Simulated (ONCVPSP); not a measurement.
**Transferability test, ONCV potential for phosphorus**

phosphorus (P), optimised norm-conserving Vanderbilt (ONCV), made with ONCVPSP 4.0.1 (PBEsol, scalar-relativistic). Core [He], reference 2s2 2p6 3s2 3p3. Waves: 2s+3s: rc 0.75 bohr, ncon 3, nbas 7, qcut 15 1/bohr, 2 projectors; 2p+3p: rc 0.85 bohr, ncon 4, nbas 7, qcut 17.9 1/bohr, 2 projectors; d scattering state at 0.17 Ha: rc 0.80 bohr, ncon 4, nbas 7, qcut 12.6 1/bohr, 1 projector. Local part: polynomial inside 0.50 bohr (lpopt 5, dvloc0 4 Ha). Core correction: Teter function, fcfact 5.25, rcfact 1.2.

Energies are relative to the spin-unpolarised reference configuration 2s2 2p6 3s2 3p3; without spin polarisation the order of configurations can differ from experiment.

(1) Give the all-electron excitation energy and the error of the potential for: 2s2 2p6 3s2 3p2; 2s2 2p6 3s2 3p1; 2s2 2p6 3s2 3p0; 2s2 2p6 3s1 3p0.

Answers

(1)

| valence configuration | charge | ΔE all-electron (eV) | error AE − PS (meV) |
| --- | --- | --- | --- |
| 2s2 2p6 3s2 3p2 | +1 | 9.698 | +0.5 |
| 2s2 2p6 3s2 3p1 | +2 | 28.810 | +2.5 |
| 2s2 2p6 3s2 3p0 | +3 | 58.516 | +8.7 |
| 2s2 2p6 3s1 3p0 | +4 | 110.429 | +7.8 |
